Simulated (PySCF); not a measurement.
# ²⁹Si chemical shifts

Method: GIAO PBE0/pcSseg-1 shieldings, structure optimised with GFN2-xTB, in PySCF (single conformer, averaged over atoms made equivalent by symmetry, fast rotation or ring inversion, isolated molecule, no relativistic terms).

Shieldings were converted by a linear fit to measured shifts: ²⁹Si (scatter 8.9 ppm rms, 25.8 ppm with the 6 outliers that the fit left out vs TMS, solution or neat liquid). A few per cent of atoms miss by over 2 rms, more outside the fitted compound classes.

Question: Give the ²⁹Si shifts of `CN[Si@@]([SiH3])(P)N(C)C`, `O=C(CO[SiH3])[SiH2]CCl`, `Cc1nnc([SiH3])o1`.

Answer: 
```
                                                     compound                        environment  δ (ppm)
[CH3:1][NH:2][Si@@:3]([SiH3:4])([PH2:5])[N:6]([CH3:7])[CH3:8]  Si3: silicon bonded to 2 N, P, Si      1.1
[CH3:1][NH:2][Si@@:3]([SiH3:4])([PH2:5])[N:6]([CH3:7])[CH3:8]     Si4: silicon bonded to Si, 3 H   -111.1
       [O:1]=[C:2]([CH2:3][O:4][SiH3:5])[SiH2:6][CH2:7][Cl:8]      Si5: silicon bonded to O, 3 H    -33.7
       [O:1]=[C:2]([CH2:3][O:4][SiH3:5])[SiH2:6][CH2:7][Cl:8]    Si6: silicon bonded to 2 C, 2 H    -58.4
                                             Cc1nnc([SiH3])o1           silicon bonded to C, 3 H    -77.8
```

Question: Match the shifts 24.7, -33.9, -56.5, -71.4 ppm to `CC[C@@H]1CS[Si@@H](F)S1`, `Cc1ccccc1P[SiH3]`, `F[C@@H]1CCSCS[SiH2]1`, `[SiH3]S`.

Answer: 24.7: CC[C@@H]1CS[Si@@H](F)S1 (silicon bonded to F, 2 S, H, in a 5-membered ring); -33.9: F[C@@H]1CCSCS[SiH2]1 (silicon bonded to C, S, 2 H, in a 7-membered ring); -56.5: [SiH3]S (silicon bonded to S, 3 H); -71.4: Cc1ccccc1P[SiH3] (silicon bonded to P, 3 H).
